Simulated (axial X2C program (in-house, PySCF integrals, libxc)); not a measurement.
## Outer orbitals of TlH⁺ at 2.498 Å, HF

Computed with an in-house all-electron X2C program for linear molecules (integrals from PySCF). Spin-free means the one-electron spin-free X2C Hamiltonian; two-component (2c) means X2C with spin–orbit coupling and atomic mean-field two-electron Coulomb and Gaunt terms, so the difference of the two also holds small scalar two-electron terms. Basis: Tl dyall-cv3z [12s14p10d7f1g], H dyall-v3z [6s2p1d] (cores contracted in-house); Gaussian nuclei, density fitting, unrestricted open shells. Masses: Tl 204.974 u, H 1.008 u.

The distance is close to the 2c PBE0 minimum; the highest filled and lowest empty levels are listed.

Spin-free orbitals, state M_S = 1/2, Λ = 0 (beyond evenly filled blocks: σα) (Löwdin shares):

```
symmetry  occupied  ε (eV)            atomic character
      σα       yes  -30.05                    99% Tl d
     δ-α       yes  -29.99                   100% Tl d
     δ+α       yes  -29.99                   100% Tl d
     δ-β       yes  -29.98                   100% Tl d
     δ+β       yes  -29.98                   100% Tl d
     π+α       yes  -29.98                   100% Tl d
     π-α       yes  -29.98                   100% Tl d
     π+β       yes  -29.96                   100% Tl d
     π-β       yes  -29.96                   100% Tl d
      σβ       yes  -29.95                   100% Tl d
      σα       yes  -20.54  57% H s, 37% Tl s, 3% Tl p
      σβ       yes  -18.57            95% Tl s, 4% H s
      σα       yes  -17.50  60% Tl s, 30% H s, 7% Tl p
      σβ        no   -5.52           64% Tl p, 33% H s
     π+α        no   -4.75                    99% Tl p
     π-α        no   -4.75                    99% Tl p
     π-β        no   -4.68                    99% Tl p
     π+β        no   -4.68                    99% Tl p
```

Spinors with spin–orbit coupling (state Ω = 1/2):

```csv
ω,occupied,ε (eV),atomic character,λ mixture
1/2,yes,-31.43,100% Tl d,"58% π, 42% σ"
3/2,yes,-31.42,100% Tl d,"80% δ, 20% π"
-3/2,yes,-31.42,100% Tl d,"80% δ, 20% π"
-1/2,yes,-31.40,100% Tl d,"61% π, 39% σ"
1/2,yes,-29.10,100% Tl d,"58% σ, 42% π"
5/2,yes,-29.07,100% Tl d,100% δ
-5/2,yes,-29.07,100% Tl d,100% δ
3/2,yes,-29.06,100% Tl d,"80% π, 20% δ"
-3/2,yes,-29.05,100% Tl d,"80% π, 20% δ"
-1/2,yes,-29.04,100% Tl d,"61% σ, 39% π"
1/2,yes,-20.54,"56% H s, 37% Tl s, 3% Tl p",100% σ
-1/2,yes,-18.61,"95% Tl s, 4% H s",100% σ
1/2,yes,-17.53,"59% Tl s, 30% H s, 8% Tl p",100% σ
-1/2,no,-5.72,"74% Tl p, 23% H s","78% σ, 22% π"
1/2,no,-5.13,98% Tl p,"91% π, 9% σ"
-1/2,no,-4.92,"89% Tl p, 10% H s","77% π, 23% σ"
3/2,no,-4.50,99% Tl p,100% π
```

Problem. How does the gap between the highest filled and lowest empty level change from the spin-free to the 2c table?

Solution. From 11.98 to 11.81 eV at HF, a change of -0.17 eV.

Mulliken charges and populations of the two-component result (they depend on the basis, above all on diffuse functions):

Tl 0.94 e (s 11.98 p 24.07 d 30.01 f 14.00), H 0.06 e (s 0.93 p 0.01). ⟨Lz⟩ = 0.00 ħ and ⟨Sz⟩ = 0.50 ħ (0.04 and 0.46 on the two atoms), which add up to Ω.

Occupations by symmetry block were frozen at the best pattern of an incomplete PBE0 search.
